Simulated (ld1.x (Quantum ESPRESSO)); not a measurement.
## antimony (Sb): excitation energies, all-electron against TM

ld1.x (Quantum ESPRESSO) 7.5 input, shortened:

```
&input
   title='Sb', zed=51., rel=1, dft='PBE', iswitch=3,
   config='[Kr] 4d10 5s2 5p1 5d-2'
 /
 &inputp
   pseudotype=2, tm=.true., lloc=-1, rcloc=1.20,
   nlcc=.true., rcore=0.75
 /
3
5S  1  0   2.00   0.00  1.60  1.60  0.0
5P  2  1   1.00   0.00  1.60  1.60  0.0
5D  3  2  -2.00  -0.15  1.55  1.55  0.0
 &test
   configts(1)='5s2 5p1'
 /
```

Energies are relative to the spin-unpolarised reference configuration 5s2 5p1; without spin polarisation the order of configurations can differ from experiment.

```csv
valence configuration,charge,ΔE all-electron (eV),error AE − PS (meV)
5s2 5p2,+1,-15.968,-19
5s2 5p0,+3,24.413,-40
5s1 5p3,+1,-7.236,-6.3
5s0 5p5,0,-7.854,-23
5s2 5p3.3,-0.3,-25.444,-72
5s2 5p2.5,+0.5,-21.023,-40
```

What are ΔE and the potential's error for 5s2 5p3?

ΔE = -24.285 eV all-electron; the error (AE − PS) is -61 meV.

Levels in the configuration 5s0 5p5:

| level | all-electron (eV) | pseudo (eV) |
| --- | --- | --- |
| 5p | -5.944 | -5.923 |

Note: ghost states, extra bound levels that the all-electron valence spectrum of the same l lacks: s at -188.3 eV, d at -121.9 eV, p at -50.6 eV. A true bound ghost makes a file unfit for plane-wave use.
